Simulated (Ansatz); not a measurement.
Input and output for C2H5BF2O, SMILES `CCOB(F)F`.

```yaml
crystal:
  periodic: [false, false, false]
  atoms:
    - {symbol: C, position_ang: [0.351871, -0.942257, 1.033456]}
    - {symbol: C, position_ang: [-0.210834, -0.693582, -0.343990]}
    - {symbol: O, position_ang: [-0.902156, 0.552859, -0.392645]}
    - {symbol: B, position_ang: [-0.296593, 1.682575, -0.775424]}
    - {symbol: F, position_ang: [0.974423, 1.723983, -1.162381]}
    - {symbol: F, position_ang: [-0.976610, 2.814971, -0.778829]}
    - {symbol: H, position_ang: [0.823282, -1.926980, 1.072846]}
    - {symbol: H, position_ang: [-0.438928, -0.908028, 1.785014]}
    - {symbol: H, position_ang: [1.106674, -0.194817, 1.288059]}
    - {symbol: H, position_ang: [-0.946765, -1.455566, -0.607401]}
    - {symbol: H, position_ang: [0.580935, -0.710156, -1.098004]}
basis:
  gaussian: {orbitals: "6-311G**"}
hamiltonian: {xc: {name: revPBE0}, dispersion: d4}
accuracy: high
output: {forces: true}
```

```sh
$ ansatz run in.yaml --threads 4 --pin off --events-out ev --progress --plain --max-ram 10444MiB
```

Shortened log:

```
Error: <dir> can't be read: No such file or directory (os error 2)
```
